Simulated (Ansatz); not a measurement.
**Question.** Name a neutral molecule of N, Se, Si and H with HOMO–LUMO gap (PBE0/def2-TZVPP) between 6.95 and 7.25 eV and HOMO–LUMO gap (ωB97M-V/def2-TZVPP) between 10.70 and 11.00 eV (Ansatz, PBE0-D4/def2-TZVP geometry).

**Answer.** `[SiH3]N[SiH2][SeH]` (6.96 eV, 10.71 eV); `N[SiH2][SeH]` (7.07 eV, 10.84 eV). Other molecules can fit too; these were computed, each in one conformer that needn't be the lowest.
